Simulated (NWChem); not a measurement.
Species: Hg

Results from NWChem. def2 effective core potentials on Hg; no spin-orbit coupling.

For level PBE0/def2-TZVPP:

| Item | Result |
|---|---|
| orbital gap (eV) | 7.10 |

### Question
How do the values read with level PBE0/def2-SVPD instead?

### Answer
The orbital gap (eV) is 7.51.
